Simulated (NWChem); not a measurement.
System: heptazine (C₆H₃N₇); SMILES C1=NC2=NC=NC3=NC=NC(=N1)N23

NWChem input:

```
start job
memory heap 200 mb stack 900 mb global 1100 mb
geometry units angstroms noautoz
  C     -0.664855    -2.531652     0.000000
  N     -1.680099    -1.668167     0.000000
  C     -1.358819    -0.371360     0.000000
  N     -2.294998     0.581786     0.000000
  C     -1.860047     1.841607     0.000000
  N     -0.604625     2.289092     0.000000
  C      0.357802     1.362452     0.000000
  N      1.651340     1.696634     0.000000
  C      2.524902     0.690045     0.000000
  N      2.284725    -0.620925     0.000000
  C      1.001017    -0.991092     0.000000
  N      0.643658    -2.278420     0.000000
  N      0.000000     0.000000     0.000000
  H     -0.941305    -3.584365     0.000000
  H     -2.633498     2.607377     0.000000
  H      3.574804     0.976988     0.000000
end
basis spherical
  C library pcseg-1
  N library pcseg-1
  H library pcseg-1
end
dft
  xc b3lyp
  iterations 150
  semidirect filesize 400000000
  mulliken
end
task dft energy
```

Output (shortened):

```
             Northwest Computational Chemistry Package (NWChem) 7.3.0
             --------------------------------------------------------

 C3H symmetry detected

                             Geometry "geometry" -> ""
                             -------------------------

 Output coordinates in angstroms (scale by  1.889725989 to convert to a.u.)

  No.       Tag          Charge          X              Y              Z
 ---- ---------------- ---------- -------------- -------------- --------------
    1 C                    6.0000    -0.64524323    -2.53672104     0.00000000
    2 N                    7.0000    -1.66713947    -1.68111882     0.00000000
    3 C                    6.0000    -1.35590460    -0.38186454     0.00000000
    4 N                    7.0000    -2.29943179     0.56400802     0.00000000
    5 C                    6.0000    -1.87424325     1.82715755     0.00000000
    6 N                    7.0000    -0.62232187     2.28434455     0.00000000
    7 C                    6.0000     0.34724790     1.36518010     0.00000000
    8 N                    7.0000     1.63816117     1.70936233     0.00000000
    9 C                    6.0000     2.51948648     0.70956350     0.00000000
   10 N                    7.0000     2.28946134    -0.60322572     0.00000000
   11 C                    6.0000     1.00865670    -0.98331556     0.00000000
   12 N                    7.0000     0.66127062    -2.27337036     0.00000000
   13 N                    7.0000    -0.00000000    -0.00000000     0.00000000
   14 H                    1.0000    -0.91353894    -3.59154206     0.00000000
   15 H                    1.0000    -2.65359720     2.58691896     0.00000000
   16 H                    1.0000     3.56713613     1.00462310     0.00000000

 Effective nuclear repulsion energy (a.u.)     752.3010530706

      Symmetry information
      --------------------

 Group name             C3h
 Group number             22
 Group order               6
 No. of unique centers     6

                                 NWChem DFT Module
                                 -----------------

 Summary of "ao basis" -> "ao basis" (spherical)
 ------------------------------------------------------------------------------
       Tag                 Description            Shells   Functions and Types
 ---------------- ------------------------------  ------  ---------------------
 C                          pcseg-1                  6       14   3s2p1d
 N                          pcseg-1                  6       14   3s2p1d
 H                          pcseg-1                  3        5   2s1p

      Symmetry analysis of basis
      --------------------------

        a'         48
        e'+        47
        e'-        47
        a"         19
        e"+        18
        e"-        18

  Rotation of axis

            General Information
            -------------------
          SCF calculation type: DFT
          Wavefunction type:  closed shell.
          No. of atoms     :    16
          No. of electrons :    88
           Alpha electrons :    44
            Beta electrons :    44
          Charge           :     0
          Spin multiplicity:     1
          Use of symmetry is: on ; symmetry adaption is: on
          Maximum number of iterations: 150
          AO basis - number of functions:   197
                     number of shells:    87
          Convergence on energy requested:  1.00D-06
          Convergence on density requested:  1.00D-05
          Convergence on gradient requested:  5.00D-04

              XC Information
              --------------
                         B3LYP Method XC Potential
                     Hartree-Fock (Exact) Exchange  0.200
                        Slater Exchange Functional  0.800 local
                    Becke 1988 Exchange Functional  0.720 non-local
              Lee-Yang-Parr Correlation Functional  0.810
                  VWN I RPA Correlation Functional  0.190 local

             Grid Information
             ----------------
          Grid used for XC integration:  medium
          Radial quadrature: Mura-Knowles
          Angular quadrature: Lebedev.
          Tag              B.-S. Rad. Rad. Pts. Rad. Cut. Ang. Pts.
          ---              ---------- --------- --------- ---------
          C                   0.70       49          13.0       434
          N                   0.65       49          14.0       434
          H                   0.35       45          14.0       434
          Grid pruning is: on
          Number of quadrature shells:   290
          Spatial weights used:  Erf1

      Superposition of Atomic Density Guess
      -------------------------------------

 Sum of atomic energies:        -607.36436447

      Non-variational initial energy
      ------------------------------

 Total energy =    -616.009937
 1-e energy   =   -2317.545886
 2-e energy   =     949.234896
 HOMO         =      -0.298999
 LUMO         =      -0.057146

      Symmetry analysis of molecular orbitals - initial
      -------------------------------------------------

  Numbering of irreducible representations:

     1 a'          2 e'+         3 e'-         4 a"          5 e"+
     6 e"-

  Orbital symmetries:

     1 a'          2 a'          3 e'+         4 e'+         5 e'+
     6 e'+         7 a'          8 e'+         9 e'+        10 a'
    11 a'         12 e'+        13 e'+        14 a'         15 e'+
    16 e'+        17 e'+        18 e'+        19 a'         20 a'
    21 a'         22 e'+        23 e'+        24 e'+        25 e'+
    26 e'+        27 e'+        28 a"         29 a'         30 a'
    31 e"+        32 e"+        33 e'+        34 e'+        35 a'
    36 e'+        37 e'+        38 e"+        39 e"+        40 a"
    41 a'         42 e'+        43 e'+        44 a"         45 a"
    46 e"+        47 e"+        48 e"+        49 e"+        50 a'
    51 e'+        52 e'+        53 a"         54 a'

------------------------------------------------------------
EAF file 0: "./job.aoints.0" size=102760448 bytes
------------------------------------------------------------
               write      read    awrite     aread      wait
               -----      ----    ------     -----      ----
     calls:      196         0         0         0         0
   data(b): 1.03e+08  0.00e+00  0.00e+00  0.00e+00
   time(s): 0.00e+00  0.00e+00  0.00e+00  0.00e+00  0.00e+00
rate(mb/s): 0.00e+00  0.00e+00
------------------------------------------------------------

     ---------------------------------------------
      Total Density - Mulliken Population Analysis
     ---------------------------------------------

    Atom       Charge   Shell Charges
 -----------   ------   -------------------------------------------------------
    1 C    6     5.42   2.00  0.78  0.33  1.69  0.55  0.08
    2 N    7     7.83   2.00  0.90  0.79  2.53  1.59  0.03
    3 C    6     4.80   2.00  0.76  0.15  1.60  0.21  0.10
    4 N    7     7.83   2.00  0.90  0.79  2.53  1.59  0.03
    5 C    6     5.42   2.00  0.78  0.33  1.69  0.55  0.08
    6 N    7     7.83   2.00  0.90  0.79  2.53  1.59  0.03
    7 C    6     4.80   2.00  0.76  0.15  1.60  0.21  0.10
    8 N    7     7.83   2.00  0.90  0.79  2.53  1.59  0.03
    9 C    6     5.42   2.00  0.78  0.33  1.69  0.55  0.08
   10 N    7     7.83   2.00  0.90  0.79  2.53  1.59  0.03
   11 C    6     4.80   2.00  0.76  0.15  1.60  0.21  0.10
   12 N    7     7.83   2.00  0.90  0.79  2.53  1.59  0.03
   13 N    7     7.72   2.00  0.83  0.76  2.35  1.76  0.03
   14 H    1     0.87   0.72  0.14  0.02
   15 H    1     0.87   0.72  0.14  0.02
   16 H    1     0.87   0.72  0.14  0.02

   convergence    iter        energy       DeltaE   RMS-Dens  Diis-err
 ---------------- ----- ----------------- --------- --------- ---------
 d= 0,ls=0.0,diis     1   -613.2299686524 -1.37D+03  1.42D-02  2.94D+00
 d= 0,ls=0.0,diis     2   -612.7995674697  4.30D-01  1.01D-02  7.41D+00
 d= 0,ls=0.0,diis     3   -613.5459543065 -7.46D-01  2.45D-03  2.90D-01
 d= 0,ls=0.0,diis     4   -613.5677116290 -2.18D-02  1.01D-03  1.03D-01
 d= 0,ls=0.0,diis     5   -613.5786724142 -1.10D-02  2.42D-04  4.38D-03
  Resetting Diis
 d= 0,ls=0.0,diis     6   -613.5791356121 -4.63D-04  6.08D-05  1.25D-04
 d= 0,ls=0.0,diis     7   -613.5791492245 -1.36D-05  3.80D-05  3.21D-05
 d= 0,ls=0.0,diis     8   -613.5791443455  4.88D-06  2.36D-05  7.67D-05
 d= 0,ls=0.0,diis     9   -613.5791527346 -8.39D-06  1.37D-06  1.60D-07
 d= 0,ls=0.0,diis    10   -613.5791527512 -1.67D-08  3.42D-07  5.97D-09

         Total DFT energy =     -613.579152751232
      One electron energy =    -2321.345094019540
           Coulomb energy =     1037.529898642826
    Exchange-Corr. energy =      -82.065010445166
 Nuclear repulsion energy =      752.301053070649

 Numeric. integr. density =       88.000017581045

                  Occupations of the irreducible representations
                  ----------------------------------------------

                     irrep           alpha         beta
                     --------     --------     --------
                     a'               13.0         13.0
                     e'+              24.0         24.0
                     e'-               0.0          0.0
                     a"                3.0          3.0
                     e"+               4.0          4.0
                     e"-               0.0          0.0

                       DFT Final Molecular Orbital Analysis
                       ------------------------------------

[...]
```

Level: B3LYP/pcseg-1. All runs use the structure optimised with B3LYP/6-31G* (spherical d). Not confirmed as a minimum by frequencies.
